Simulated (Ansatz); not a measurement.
`[CH3][SbH][SiH3]` + NH₃ → `[NH2][SbH][SiH3]` + CH₄ at 400 K and 1 bar (ligand exchange at the Sb–C bond).

Computed with Ansatz on PBE0-D4/def2-TZVP structures; ΔE is electronic, products minus reactants. CBS: MP2 limit from def2 TZ/QZ plus the TZ coupled-cluster correction, frozen cores. This one scheme is used for every species. Elements past krypton have def2 core potentials. For Sb outer-core shells are correlated without core-valence functions, which leaves a few kJ/mol of doubt a bond. Each species was taken in one conformer, which may not be the lowest.

```json
{"species": "`[CH3][SbH][SiH3]`", "CCSD(T)/CBS energy (Eh)": "-571.34920", "H − E (kJ/mol)": "209.8", "S (J/(mol·K))": "381.1"}
{"species": "NH₃", "CCSD(T)/CBS energy (Eh)": "-56.50880", "H − E (kJ/mol)": "104.2", "S (J/(mol·K))": "203.1"}
{"species": "`[NH2][SbH][SiH3]`", "CCSD(T)/CBS energy (Eh)": "-587.39549", "H − E (kJ/mol)": "180.8", "S (J/(mol·K))": "375.7"}
{"species": "CH₄", "CCSD(T)/CBS energy (Eh)": "-40.46206", "H − E (kJ/mol)": "131.3", "S (J/(mol·K))": "197.2"}
```

H − E and S are ideal-gas, rigid-rotor, harmonic terms from PBE0-D4/def2-TZVP, for one conformer and one mirror image of each species. 1 Eh = 2625.50 kJ/mol, R = 8.31446 J/(mol·K).

Problem. By hand: ΔE, ΔH, ΔS and ΔG.

Solution. ΔE = (-587.39549) + (-40.46206) − (-571.34920) − (-56.50880) = 0.00045 Eh = 1.2 kJ/mol. Δ(H − E) = 180.8 + 131.3 − 209.8 − 104.2 = -1.9, so ΔH = -0.7 kJ/mol. ΔS = 375.7 + 197.2 − 381.1 − 203.1 = -11.3 J/(mol·K). ΔG = -0.7 − 400 × (-11.3)/1000 = 3.8 kJ/mol.

Problem. By hand: the equilibrium constant, and the temperature at which ΔG would vanish if ΔH and ΔS stayed fixed.

Solution. log₁₀ K = −ΔG/(RT ln 10) = -0.5. ΔG = 0 at ΔH/ΔS = 62 K, though so small a ΔH makes that figure unsure.

TΔS isn't small against ΔH here. The sign of ΔG lies within the doubt. A doubt of 5 kJ/mol in ΔE shifts log₁₀ K by 0.7 here. Other conformers and mirror images would add mixing entropy, several J/(mol·K) or more a flexible species. These are equilibria of isolated gas molecules and say nothing of rates. Largest T1 diagnostic: 0.014 (customary marks: 0.02 for closed shells, 0.045 for open ones).
